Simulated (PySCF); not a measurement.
# InS₂⁻: from structure and modes to constants

Computed with PySCF, PBE0, basis In def2-TZVPD with ECP28, S def2-TZVPD (scalar-relativistic core potentials, no spin–orbit coupling, density fitting).

The singlet minimum has D∞h symmetry. Masses (u): In 114.90388, S 31.97207.

```xyz
3
charge -1 multiplicity 1, angstrom
In    0.0000    0.0000    0.0000
S     2.2422    0.0000    0.0000
S    -2.2422    0.0000    0.0000
```

Harmonic wavenumbers (cm⁻¹): 107.5 (πu, ×2), 390.8 (σg+, ×1), 484.2 (σu+, ×1).

Find the vibrational entropy and heat capacity at 298.15 K.

With u = 1.43878 ω/T, each mode gives S = R[u/(eᵘ−1) − ln(1−e⁻ᵘ)] and C = R u² eᵘ/(eᵘ−1)².
| ω (cm⁻¹) | u | S (J/(mol K)) | C (J/(mol K)) |
| --- | --- | --- | --- |
| 107.5 (×2) | 0.519 | 13.86 | 8.13 |
| 390.8 | 1.886 | 4.17 | 6.23 |
| 484.2 | 2.337 | 2.92 | 5.38 |
The sums over all modes are S = 34.8 and C = 27.9 J/(mol K); the softest mode gives 40 % of the entropy (each member, where degenerate).

Give the standard entropy (298.15 K, 1 bar) by its translational, rotational, vibrational and spin parts, and Cp.

Sackur–Tetrode with M = 178.85 u gives 173.5; rotation with symmetry number 2 gives 71.4; vibration 34.8; spin R ln 1 = 0.0. The total is 279.8 J/(mol K), and Cp = 7/2 R + 27.9 = 57.0 J/(mol K).

Find the bond force constant k and the stretch–stretch coupling k′ of the valence force field.

For linear XMX, 4π²c²ω(σg)² = (k + k′)/mX and 4π²c²ω(σu)² = (k − k′)(1 + 2mX/mM)/mX. So k + k′ = 2.877 and k − k′ = 2.838 mdyn/Å, giving k = 2.857 and k′ = 0.020 mdyn/Å.

Other isomers or separated fragments may lie lower. The lowest empty level of this anion is unbound, so it and the gap depend on the basis.
